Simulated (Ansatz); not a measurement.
Reaction (ligand exchange at the Si–Te bond): `O[Si](O)(O)[TeH]` + `C[O][Ti]([OH])([O]C)[O]C` → `C[O][Ti]([O]C)([O]C)[O][Si](O)(O)O` + H₂Te

Gas-phase electronic energies from Ansatz, PBE0-D4/def2-TZVP geometries. CBS: MP2 limit from def2 TZ/QZ plus the TZ coupled-cluster correction, frozen cores. Functionals use def2-TZVPP. B3LYP here is the variant with VWN-RPA as its local correlation; programs differ in this. def2 core potentials past Kr. For Te, Ti outer-core shells are correlated without core-valence functions, which leaves a few kJ/mol of doubt a bond. Scalar relativity is left out up to krypton. One conformer a species, not always the lowest.

```tsv
level	ΔE (kcal/mol)
PBE-D4	-18.5
B3LYP	-22.5
HF/def2-TZVPP	-28.3
SCS-MP2/def2-TZVPP	-24.6
CCSD/def2-TZVPP	-26.2
HF/def2-QZVPP	-28.7
MP2/def2-QZVPP	-21.9
SCS-MP2/def2-QZVPP	-23.4
```

Q: What does CCSD(T)/CBS give? (Best estimate.)

A: Computed: -23.2 kcal/mol. The listed levels differ from it by 4.7, 0.7, -5.1, -1.4, -3.0, -5.5, 1.3, -0.2 kcal/mol.

Largest T1 diagnostic among the species: 0.022, so the coupled-cluster value is less sure than usual.

The D4 term adds −1.3 kcal/mol with B3LYP and −1.0 kcal/mol with PBE0; it sums over pairs of atoms, weighted by their polarisabilities, and B3LYP, whose exchange is more repulsive, gets the larger term. From PBE to PBE0 (25 % exact exchange), in def2-TZVPP and without D4, ΔE moves by −2.1 kcal/mol. In def2-TZVPP, CCSD(T) changes the Hartree–Fock value by +2.7 kcal/mol (the triples alone add +0.6 kcal/mol) and MP2 by +5.2 kcal/mol.
